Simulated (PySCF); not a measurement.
**Stationary points of NbSe₂**

These are results of B3LYP in PySCF with Nb def2-SVP with ECP28, Se def2-SVP; scalar-relativistic core potentials, no spin–orbit coupling; density-fitted integrals, not measurements.

Relaxations began from a few typed shapes; open shells are unrestricted. The search is not exhaustive: other isomers or separated fragments can lie lower, and high-lying points may rest on an excited occupation.

```
                                spin  group                              bonds                               angles  imaginary modes (cm⁻¹)  ΔE (kJ/mol)  ΔE with ZPE (kJ/mol)
                             doublet    C2v                 Nb–Se 2.288 Å (×2)                      Se–Nb–Se 108.2°                    none          0.0                   0.0
broken-symmetry Ms = 1/2 (⟨S²⟩ 1.66)    C2v  Nb–Se 2.473 Å (×2), Se–Se 2.388 Å  Nb–Se–Se 61.1° (×2), Se–Nb–Se 57.7°                    none        212.1                 211.3
```

The lowest minimum found is the doublet C2v: Nb–Se 2.288 Å (×2); Se–Nb–Se 108.2°.

Formally Nb is in oxidation state +4, d1, with 1 unpaired electron. The Mulliken spin on Nb is 1.31. The polar-tensor charge on Nb, 0.91, is far below the formal one.

For the lowest minimum: open d and f shells are described by one determinant, and the ground state may have another occupation or spin.

The electron or spin density has lower symmetry than the nuclear frame for the broken-symmetry Ms = 1/2 (⟨S²⟩ 1.66) C2v at 212.1 kJ/mol.
